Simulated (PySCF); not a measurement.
## Two-component Hartree-Fock for I²⁺ (iodine, charge +2)

Start: [Kr] 4d10 5s1 5p4; 5s1/2 filled at m_j = +1/2; 5p1/2 filled at m_j = +1/2; 5p3/2 filled at m_j = -1/2, +1/2, +3/2. Calculated with PySCF 2.14 in x2c-TZVPall-2c: generalised Hartree-Fock with the X2C-1e Hamiltonian and a Gaussian nucleus; one run each with spin-orbit coupling (SO) switched off, then screened by Boettger's factors. This is a chosen level, not necessarily the ground level.

| spinor shell | electrons | ε, spin-free (eV) | ε, screened SO (eV) | weight of nominal j (screened SO) | rms radius, screened SO (bohr) |
| --- | --- | --- | --- | --- | --- |
| 1s1/2 | 2 | -33356.0 | -33352.1 | 1.000 | 0.0311 |
| 2s1/2 | 2 | -5271.7 | -5270.5 | 1.000 | 0.127 |
| 2p1/2 | 2 | -4726.8 | -4934.5 | 1.000 | 0.109 |
| 2p3/2 | 4 | -4726.8 | -4633.0 | 1.000 | 0.115 |
| 3s1/2 | 2 | -1124.0 | -1123.6 | 1.000 | 0.334 |
| 3p1/2 | 2 | -943.27 | -983.40 | 1.000 | 0.327 |
| 3d3/2 | 4 | -672.96 | -679.90 | 1.000 | 0.311 |
| 3d5/2 | 6 | -672.96 | -667.83 | 1.000 | 0.314 |
| 4s1/2 | 2 | -232.55 | -232.33 | 1.000 | 0.788 |
| 4p1/2 | 2 | -173.47 | -181.33 | 0.999 | 0.825 |
| 4p3/2 | 4 | -173.47 | -169.67 | 0.999 | 0.853 |
| 4d3/2 | 4 | -84.220 | -85.250 | 0.971 | 0.985 |
| 4d5/2 | 6 | -84.220 | -83.249 | 0.981 | 0.991 |
| 5s1/2 | 1 | -46.421 | -46.270 | 1.000 | 2.01 |
| 5p3/2 | 3 | -29.746 | -31.071 | 0.595 | 2.33 |
| 5p1/2 | 1 | -29.746 | -26.105 | 0.565 | 2.46 |

Task: Where does 3p3/2 lie, and what is the 3p spin-orbit splitting (screened SO)?

Result: At -924.85 eV, 58.543 eV above 3p1/2.

```
   quantity    spin-free  screened SO
E (hartree)  -7110.24003  -7112.39085
        M_J          5/2          5/2
       ⟨J²⟩        8.764        8.765
       ⟨L²⟩        2.005        2.095
       ⟨S²⟩        3.759        3.728
```

Each row is a mean over spinors that exchange with the open shell spreads, by up to 1.327 eV (5p3/2).

Rows whose weight is well below 1 are mixtures of j = l ± 1/2: exchange outweighs spin-orbit coupling there, and the label is only the starting occupation.

Breit and QED terms are absent; they matter most for the inner s and p1/2 levels.

Densities and radii are taken from the X2C orbitals without a picture-change correction, which distorts them close to the nucleus.

Without spin-orbit coupling the j labels of p, d and f shells carry no meaning; the spin-free column gives the mean over the occupied spinors of each nl shell.
